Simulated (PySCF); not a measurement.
A side-by-side comparison of computed properties.

First species: C5H13NSi2.
InChI=1S/C5H13NSi2/c7-8-5-2-1-3-6-4-5/h2,6H,1,3-4,8H2,7H3

Second species: C5H13NSi2.
Atom-mapped SMILES: `[CH2:1]=[CH:2][N:3]1[C@@H:4]([CH3:5])[CH2:6][Si@@H:7]1[SiH3:8]` (hydrogens: H9, H10 on C1; H11 on C2; H12 on C4; H13, H14, H15 on C5; H16, H17 on C6; H18 on Si7; H19, H20, H21 on Si8)

Levels: PBE0/pcSseg-1 for HOMO energy, LUMO energy and HOMO–LUMO gap. Geometries: GFN2-xTB. Each structure is a single optimised conformer of the isolated species, non-relativistic unless stated; the electronic structure was computed with PySCF and density fitting.

The conformers computed, where there is a choice (atom-mapped SMILES and torsion angles):
- `[CH2:1]=[CH:2][N:3]1[C@@H:4]([CH3:5])[CH2:6][Si@@H:7]1[SiH3:8]`: C1–C2–N3–C4 -177°

The conformers of `[SiH3][SiH2]C1=CCCNC1` aren't listed.

Values for the first species:

| Quantity | Value |
| --- | --- |
| HOMO energy | -6.36 eV |
| LUMO energy | -0.21 eV |
| HOMO–LUMO gap | 6.15 eV |

Q: Estimate the same properties for the second species, and the change in each.

A: 
| property | first | second | second less first |
| --- | --- | --- | --- |
| HOMO energy | -6.36 eV | -5.65 eV | +0.71 eV |
| LUMO energy | -0.21 eV | -0.75 eV | -0.54 eV |
| HOMO–LUMO gap | 6.15 eV | 4.90 eV | -1.25 eV |

